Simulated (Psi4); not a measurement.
## The standard entropy of SiSbH4Cl (SMILES [SiH3][SbH][Cl]) from a frequency calculation

A singlet with charge 0, relaxed at PBE0-D4/def2-TZVP (density fitting, core potential) (Psi4 1.11):

```xyz
7

Si   -0.9234    0.4332   -0.1034
Sb    0.7660   -1.4437    0.4452
Cl    2.1550   -0.8452   -1.3759
H    -1.6184    0.0684   -1.3640
H    -0.2206    1.7299   -0.2635
H    -1.9218    0.5267    0.9966
H     1.5590   -0.4115    1.5602
```

Harmonic wavenumbers in cm⁻¹: 90, 110, 304, 359, 397, 487, 609, 621, 850, 930, 936, 1944, 2212, 2235, 2247.

Masses in u: Si 28.085, Sb 121.76, Cl 35.45, H 1.008. Take T = 298.15 K, p = 1 bar, R = 8.3145 J/(mol K), kT/hc = 207.22 cm⁻¹, rigid rotor and harmonic oscillator.

Q: Compute the standard molar entropy.

A: 
1. Translation (Sackur–Tetrode): S = R[3/2 ln M + 5/2 ln T − 1.1517] with M = 189.327 gives 174.3 J/(mol K).
2. Rotation: principal moments 136.633, 223.100, 347.939 u Å² give A, B, C = 0.1234, 0.0756, 0.0484 cm⁻¹; the symmetry number is σ = 1; q = (√π/σ)√((kT/hc)³/ABC) = 248818; S = R(ln q + 3/2) = 115.8.
3. Vibration: with u = ν̃/207.22, each mode gives R[u/(eᵘ − 1) − ln(1 − e⁻ᵘ)]; the sum is 51.8, most from 90 cm⁻¹ (15.3), 110 cm⁻¹ (13.7), 304 cm⁻¹ (5.8).
4. Electronic: R ln 1 = 0.0, from the spin multiplicity alone.
5. Sum: 174.3 + 115.8 + 51.8 + 0.0 = 341.9 J/(mol K).

No measured value is set beside it here. Where a soft mode is a torsion, a harmonic oscillator describes it poorly.
